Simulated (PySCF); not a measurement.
Compound: CH6Cl2GaN.
Numbering: `[CH3:1][Ga-:2]([NH3+:3])([Cl:4])[Cl:5]` (hydrogens: H6, H7, H8 on C1; H9, H10, H11 on N3)

Computed, not measured: PBE0-D3(BJ)/def2-SVP geometry optimisation, gas phase in PySCF.

Entries marked ? are missing. Bonds in one row agree within 0.01 Å.

```tsv
coordinate	value
C1–Ga2	?
Ga2–N3	?
Ga2–Cl4, Ga2–Cl5	?
C1–H6, C1–H7, C1–H8	1.100 Å
N3–H9, N3–H10, N3–H11	1.021 Å
Ga2–C1–H6	110.9°
Ga2–C1–H7	109.5°
H6–C1–H7	?
H6–C1–H8	?
C1–Ga2–N3	?
C1–Ga2–Cl4	119.7°
N3–Ga2–Cl4	96.3°
Cl4–Ga2–Cl5	112.5°
Ga2–N3–H9	106.3°
Ga2–N3–H10	112.5°
Ga2–N3–H11	113.7°
H9–N3–H10	?
H10–N3–H11	?
```

Problem. Fill in the missing values.

Solution. 
- C1–Ga2 = 1.955 Å, drawn single (ends: methyl carbon; gallium bonded to C, 2 Cl and N); 0.03 Å below the sum of covalent radii, 1.98 Å.
- Ga2–N3 = 2.107 Å, drawn single (ends: gallium bonded to C, 2 Cl and N; nitrogen bonded to Ga and 3 H); 0.18 Å above the sum of covalent radii, 1.93 Å.
- Ga2–Cl4, Ga2–Cl5 = 2.188 Å, drawn single (ends: gallium bonded to C, 2 Cl and N; chlorine bonded to Ga); 0.05 Å below the sum of covalent radii, 2.24 Å.
- H6–C1–H7 = 108.0°, at the methyl carbon; the outer atoms are 1.780 Å apart.
- H6–C1–H8 = 109.1°, at the methyl carbon; the outer atoms are 1.793 Å apart.
- C1–Ga2–N3 = 108.1°, at the gallium bonded to C, 2 Cl and N; the outer atoms are 3.290 Å apart.
- H9–N3–H10 = 107.6°, at the nitrogen bonded to Ga and 3 H; the outer atoms are 1.648 Å apart.
- H10–N3–H11 = 108.7°, at the nitrogen bonded to Ga and 3 H; the outer atoms are 1.659 Å apart.

Radii are Cordero's, carbon taken as 0.76, 0.73 or 0.69 Å for four, three, and two or fewer neighbours.

Stationary, but not proved a minimum.
